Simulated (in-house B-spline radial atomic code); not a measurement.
Values are calculated unless marked as measured or tabulated.
## Weak and strong correlation along the adiabatic connection

Two-electron singlets in several external potentials (atomic units), by full CI in B-splines with partial waves to l = 8 (correlation energies up to 0.6 % small). The repulsion is scaled by λ at fixed density; W(λ) is the mean repulsion less the Hartree energy, W(0) = E_x, and the area under W from 0 to 1 is E_xc.

One system gave this curve:

```json
{"λ": "0", "W (hartree)": "-0.34253"}
{"λ": "0.02", "W (hartree)": "-0.34436"}
{"λ": "0.05", "W (hartree)": "-0.34702"}
{"λ": "0.12", "W (hartree)": "-0.35283"}
{"λ": "0.25", "W (hartree)": "-0.36234"}
{"λ": "0.4", "W (hartree)": "-0.37161"}
{"λ": "0.6", "W (hartree)": "-0.38179"}
{"λ": "0.8", "W (hartree)": "-0.3901"}
{"λ": "1", "W (hartree)": "-0.397"}
{"λ": "1.4", "W (hartree)": "-0.40784"}
{"λ": "2", "W (hartree)": "-0.41931"}
{"λ": "3", "W (hartree)": "-0.43158"}
{"λ": "4.5", "W (hartree)": "-0.4425"}
{"λ": "7", "W (hartree)": "-0.45263"}
{"λ": "10", "W (hartree)": "-0.45951"}
```

**Question.** Which system is it?
A. ω²r²/2 − Z/r, ω = 0.147, Z = 0.5
B. −Z exp(−kr)/r, Z = 3.64, k = 0.152
C. −Z/r, Z = 8
D. −Z/r, Z = 2.4

**Answer.** A. The exchange energy sets the size: ω²r²/2 − Z/r, ω = 0.147, Z = 0.5: E_x = -0.343, E_c = -0.0321; −Z/r, Z = 8: E_x = -4.78, E_c = -0.0452; −Z exp(−kr)/r, Z = 3.64, k = 0.152: E_x = -2.05, E_c = -0.0439; −Z/r, Z = 2.4: E_x = -1.28, E_c = -0.0427 hartree.
